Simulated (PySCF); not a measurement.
Field gradients from PBE0/pcSseg-1 densities (PySCF, non-relativistic) at GFN2-xTB geometries, isolated species, one conformer each; χzz is the principal value of largest magnitude, with Q(14N) = 0.02044 b. GFN2-xTB bond lengths can be off by several hundredths of an ångström, more for odd bonds, and the gradients follow them. These gradients aren't converged with respect to the basis.

Problem. These 14N couplings (χzz in MHz, η) are listed in rising order: (-6.242, 0.07); (-5.874, 0.07); (-5.582, 0.05); (-5.283, 0.36); (-4.643, 0.03). Assign them to: N7 (pyridine-type nitrogen) in `[CH3:1][CH2:2][c:3]1[n:4][c:5]([CH3:6])[n:7][n:8][c:9]1[CH3:10]`; N5 (pyridine-type nitrogen) in `[CH3:1][c:2]1[n:3][cH:4][n:5][n:6][c:7]1[F:8]`; the nitrile nitrogen of `N#CC1=C[SiH2][C@H]2C[C@@H]1C2`; N5 (pyridine-type nitrogen) in `[CH:1]#[C:2][c:3]1[n:4][n:5][c:6]([C:7]([F:8])([F:9])[F:10])[o:11]1`; N4 (pyridine-type nitrogen) in `[CH3:1][c:2]1[cH:3][n:4][c:5]([F:6])[n:7][n:8]1`.

Solution. -6.242 MHz, η 0.07: N5 (pyridine-type nitrogen) in `[CH3:1][c:2]1[n:3][cH:4][n:5][n:6][c:7]1[F:8]`; -5.874 MHz, η 0.07: N7 (pyridine-type nitrogen) in `[CH3:1][CH2:2][c:3]1[n:4][c:5]([CH3:6])[n:7][n:8][c:9]1[CH3:10]`; -5.582 MHz, η 0.05: N5 (pyridine-type nitrogen) in `[CH:1]#[C:2][c:3]1[n:4][n:5][c:6]([C:7]([F:8])([F:9])[F:10])[o:11]1`; -5.283 MHz, η 0.36: N4 (pyridine-type nitrogen) in `[CH3:1][c:2]1[cH:3][n:4][c:5]([F:6])[n:7][n:8]1`; -4.643 MHz, η 0.03: the nitrile nitrogen of `N#CC1=C[SiH2][C@H]2C[C@@H]1C2`.

All sites together:

| nucleus | site | Vzz (au) | η | χzz (MHz) |
| --- | --- | --- | --- | --- |
| 14N | N7 (pyridine-type nitrogen) in [CH3:1][CH2:2][c:3]1[n:4][c:5]([CH3:6])[n:7][n:8][c:9]1[CH3:10] | -1.223 | 0.07 | -5.874 |
| 14N | N5 (pyridine-type nitrogen) in [CH3:1][c:2]1[n:3][cH:4][n:5][n:6][c:7]1[F:8] | -1.300 | 0.07 | -6.242 |
| 14N | the nitrile nitrogen of N#CC1=C[SiH2][C@H]2C[C@@H]1C2 | -0.967 | 0.03 | -4.643 |
| 14N | N5 (pyridine-type nitrogen) in [CH:1]#[C:2][c:3]1[n:4][n:5][c:6]([C:7]([F:8])([F:9])[F:10])[o:11]1 | -1.162 | 0.05 | -5.582 |
| 14N | N4 (pyridine-type nitrogen) in [CH3:1][c:2]1[cH:3][n:4][c:5]([F:6])[n:7][n:8]1 | -1.100 | 0.36 | -5.283 |
